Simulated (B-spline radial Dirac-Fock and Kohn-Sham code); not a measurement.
**Hf²²⁺: eigenvalues, ΔSCF and the reference**

System: Hf²²⁺ in the configuration [Kr] 4d10 4f4.

The density-functional columns are spherical, spin-unpolarised Dirac-Kohn-Sham results without Breit or QED terms: −ε is minus the orbital energy of the initial state and ΔSCF the difference of two total energies. The reference in the last column comes from multi-electron Dirac-Fock with separately optimised hole states, Breit and Lamb-shift corrections added in first order. All numbers are from a radial finite-basis atomic code, in eV; a selection of levels is shown. The Kohn-Sham columns are given as differences from the reference. For the 1s level of heavy atoms much of the gap between ΔSCF and the reference is the Breit and QED part, -318.8 eV here; for other levels the error of the functional can be larger.

```tsv
level	LDA −ε − DF	LDA ΔSCF − DF	Dirac-Fock
1s	-244.3	+305.8	66008.1
2s	-174.0	-60.4	11949.6
2p1/2	-128.6	+12.6	11409.1
2p3/2	-141.0	-16.3	10231.5
3s	-96.0	-52.1	3279.8
3p1/2	-78.8	-32.8	3042.6
3p3/2	-77.7	-34.6	2785.8
3d3/2	-56.5	-7.4	2390.0
3d5/2	-57.6	-9.5	2335.4
4s	-49.2	-25.6	1167.0
4p1/2	-40.5	-17.1	1066.8
4p3/2	-40.3	-17.9	1001.0
4d3/2	-25.0	-2.7	833.6
4d5/2	-25.2	-3.2	820.8
4f	-19.8	+2.6	624.0
```

Values without a named source are computed, but for edge energies of neutral atoms, which are taken from tables.
